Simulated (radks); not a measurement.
Coulomb parameter of the 5d shell of the platinum ion Pt2+ in the model configuration [Xe] 4f14 5d7 6s1, as a second difference U = [E(n + 1) + E(n - 1) - 2 E(n)] / (1)^2 with all orbitals relaxed. "Bare": the charge of the atom changes with n. "Screened": the 6s shell takes up the change at fixed total charge, which measures U(5d,5d) + U(6s,6s) - 2 U(5d,6s). All-electron calculation, Dirac Kohn-Sham, LDA (Slater exchange, Perdew-Wang correlation), spin-unpolarised, spherical densities, point nucleus; open shells are shared between the two j in proportion to 2j + 1. Program: a radial shooting solver on a logarithmic mesh with Libxc functionals.

| case | configuration | E - E(n) (eV) |
|---|---|---|
| start | [Xe] 4f14 5d7 6s1 | 0.000 |
| bare +1 | [Xe] 4f14 5d8 6s1 | -22.627 |
| bare -1 | [Xe] 4f14 5d6 6s1 | 35.192 |
| screened +1 | [Xe] 4f14 5d8 | -4.243 |
| screened -1 | [Xe] 4f14 5d6 6s2 | 5.516 |

U(bare) = 12.565 eV, U(screened by 6s) = 1.273 eV.
